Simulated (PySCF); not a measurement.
Computed shifts of a molecule C4H10O2, PBE0/pcSseg-1 in PySCF, GIAO, gas phase, equivalent atoms averaged, in ppm (number of nuclei): ¹³C: 77.4 (2), 62.2 (2). ¹H: 3.65 (2), 3.58 (6), 3.39 (2). References: ¹³C against TMS (σ = 186.3 ppm); ¹⁷O against H2O (σ = 334.2 ppm); ¹H against TMS (σ = 31.56 ppm), references at their B3LYP-D3(BJ)/def2-TZVP geometries, non-relativistic. Geometry optimised at r2SCAN-D4/def2-SVP. The values are those of a single conformer.

Task: Pick the molecule that these values belong to.
A. COC[C@H](C)O
B. COCCOC
C. CO[C@@H](C)CO
D. COCCCO

Result: B, COCCOC
